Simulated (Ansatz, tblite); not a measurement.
Cost and result up the ladder for the cluster TaS3⁻ (the lowest singlet isomer of a short search) (4 atoms). The state is a singlet with charge -1. Geometry: PBE-D4/def2-SVPD.

```xyz
4

Ta    0.1565    0.3756   -0.3362
S    -0.6430    1.3671    1.5043
S     1.9244   -0.9030    0.1633
S    -1.4380   -0.8397   -1.3314
```

Ansatz on 4 threads of Arm Neoverse V1 on a shared host; xTB runs through tblite on one thread. Times are rough, summed over both states, and most runs start from the orbitals of an earlier one. RPA@PBE/def2-TZVPD serves as the yardstick here, not as an exact answer. The other state is a quintet at its own geometry.

In the def2 sets Ta takes a core potential; there is no spin–orbit coupling. The xTB rows come from tblite. LC-ωPBE has ω = 0.4 bohr⁻¹. HSE06 is defined as in plane-wave codes, on full-range PBE exchange. Correlated methods freeze 15 core orbitals; core or outer-core shells of Ta are correlated, in sets that lack core-valence functions. The structure comes from a short search, and lower isomers may exist.

xTB has no spin-polarisation term.

| level | functions | wall time |
| --- | --- | --- |
| GFN1-xTB | 36 | 0.009 s |
| GFN2-xTB | 36 | 0.012 s |
| PBE-D4/def2-TZVPD (with forces) | 181 | 7.1 s |
| MP2/def2-TZVPD | 181 | 7.5 s |
| BLYP-D4/def2-TZVPD | 181 | 7.8 s |
| RPA@PBE/def2-TZVPD | 181 | 11 s |
| HSE06-D4/def2-TZVPD | 181 | 16 s |
| PBE0-D4/def2-TZVPD | 181 | 17 s |
| LC-ωPBE/def2-TZVPD | 181 | 19 s |
| BHLYP-D4/def2-TZVPD | 181 | 20 s |
| r2SCAN-D4/def2-TZVPD | 181 | 27 s |

Q: Estimate what each level gives for the quintet − singlet (eV).

A: 
| level | quintet − singlet (eV) | difference from RPA@PBE/def2-TZVPD (eV) | remarks |
| --- | --- | --- | --- |
| GFN1-xTB | 3.91 | 0.17 | – |
| GFN2-xTB | 2.99 | -0.75 | – |
| PBE-D4/def2-TZVPD (with forces) | 3.73 | 0.00 | HOMO above zero (quintet) |
| MP2/def2-TZVPD | 5.09 | 1.36 | – |
| BLYP-D4/def2-TZVPD | 3.75 | 0.01 | HOMO above zero (quintet) |
| RPA@PBE/def2-TZVPD | 3.73 | 0.00 | – |
| HSE06-D4/def2-TZVPD | 3.71 | -0.02 | – |
| PBE0-D4/def2-TZVPD | 3.71 | -0.02 | – |
| LC-ωPBE/def2-TZVPD | 3.73 | 0.00 | – |
| BHLYP-D4/def2-TZVPD | 3.64 | -0.10 | – |
| r2SCAN-D4/def2-TZVPD | 3.66 | -0.08 | – |
